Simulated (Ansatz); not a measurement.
Consider the cleavage of the B–Zn bond: `[NH2][Zn][B](F)Cl` + `N=C=O` → `O=C=NB(F)Cl` + `[NH2][ZnH]`.

Gas-phase electronic energies from Ansatz, PBE0-D4/def2-TZVP geometries. CBS: MP2 limit from def2 TZ/QZ plus the TZ coupled-cluster correction, frozen cores. This one scheme is used for every species. Functionals use def2-TZVPP. HSE06 is defined as in plane-wave codes. For Zn outer-core shells are correlated without core-valence functions, which leaves a few kJ/mol of doubt a bond. Scalar relativity is left out up to krypton. One conformer a species, not always the lowest.

`[NH2][Zn][B](F)Cl`:

```xyz
7

N    -1.868    0.684    0.057
Zn   -0.157    0.094    0.075
B     1.800   -0.511    0.023
F     2.637   -0.384    1.035
Cl    2.479   -1.266   -1.426
H    -2.531    0.419   -0.654
H    -2.360    0.964    0.890
```

`N=C=O`:

```xyz
4

N    -0.713   -0.155   -0.232
C     0.310    0.333    0.187
O     1.217    0.920    0.609
H    -0.814   -1.098   -0.564
```

`O=C=NB(F)Cl`:

```xyz
6

O     2.418   -0.366    0.903
C     1.284   -0.303    0.687
N     0.089   -0.281    0.544
B    -0.950    0.125   -0.319
F    -2.196   -0.111    0.026
Cl   -0.645    0.935   -1.841
```

`[NH2][ZnH]`:

```xyz
5

N    -0.047   -0.401   -0.731
Zn   -0.040    0.292    0.948
H     0.823   -0.666   -1.170
H    -0.658   -0.012   -1.434
H    -0.078    0.787    2.387
```

CCSD(T)/CBS gives -24.8 kcal/mol.

Task: Another level gave -25.3 kcal/mol. Which?
A. HSE06/def2-TZVPP
B. revPBE/def2-TZVPP
C. revPBE-D4/def2-TZVPP
D. r2SCANh-D4/def2-TZVPP

Result: A. HSE06 -25.3, r2SCANh-D4 -26.7, revPBE -22.4, revPBE-D4 -24.2 kcal/mol.

Largest T1 diagnostic among the species: 0.018.

Leaving LDA and LC-ωPBE aside and taking each functional with its dispersion term where it has one, the values, not all of them listed here, spread over 5.9 kcal/mol, from B97M-V to PBE-D4. LDA lies −2.4 kcal/mol from PBE without D4. From PBE to PBE0 (25 % exact exchange), in def2-TZVPP and without D4, ΔE moves by −2.2 kcal/mol.

CCSD(T)/CBS has its own doubt, a few kJ/mol and more with outer-core shells, so smaller differences from it don't rank the levels.
